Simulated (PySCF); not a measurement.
CH8FNSi2, SMILES F[SiH2]N(C)[SiH3].

Coordinates come from a B3LYP-D3(BJ)/def2-SVP optimisation. The structure was generated by enumeration, and PubChem lists no compound with its InChIKey, so it may never have been made. Other conformers were not sampled.

Calculation: r2SCAN/def2-TZVP in PySCF.

Computed frontier levels, gap, dipole moment and polarisability:
The highest occupied level comes out as -6.48 eV and the lowest empty level is -0.31 eV. The orbital gap is 6.18 eV. The dipole moment comes out as 1.76 D and the quadrupole, principal values (traceless, Buckingham form, about the centre of nuclear charge) is -6.25, 1.36, 4.89 D·Å. The mean static polarisability comes out as 70.4 bohr³ (10.43 Å³). The polarisability, principal values is 60.8, 72.4, 78.1 bohr³.
